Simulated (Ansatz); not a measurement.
An input meant for [MnNF4]2- (MnNF₄²⁻) (charge -2, singlet).

Other settings, tried on [MnNF4]2- (MnNF₄²⁻).

```yaml
crystal:
  periodic: [false, false, false]
  atoms:
    - {symbol: Mn, position_ang: [0.000170, -0.000394, 0.102119]}
    - {symbol: N, position_ang: [0.002631, -0.006197, 1.579069]}
    - {symbol: F, position_ang: [1.820317, 0.013785, -0.423013]}
    - {symbol: F, position_ang: [-0.012874, 1.822440, -0.413377]}
    - {symbol: F, position_ang: [-1.821713, -0.010519, -0.417047]}
    - {symbol: F, position_ang: [0.011470, -1.819116, -0.427741]}
basis:
  gaussian: {orbitals: 6-31G, fitting: {mean_field: cc-pVTZ-jkfit}}
total_charge: -2
hamiltonian: {xc: {name: PBE}, dispersion: d3bj}
scf: {omitted_lower_state_checks: [starts]}
output: {forces: true}
```

```sh
$ ansatz run in.yaml --threads 4 --pin off --events-out ev --progress --plain --max-ram 3916MiB
```

Shortened log:

```
Functional definition: PBE
Error: [file] the basis set cc-pVTZ-JKFIT has no functions for Mn
```

The 6-31G sets use Cartesian d functions. A multiply charged anion in the gas phase is held together partly by the finite basis. Removing one electron lowers the energy by 2.01 eV at PBE0-D4/def2-TZVPD, so it isn't bound. The highest occupied level of an anion often lies above zero with these methods, and sets without diffuse functions describe the outer electron poorly.
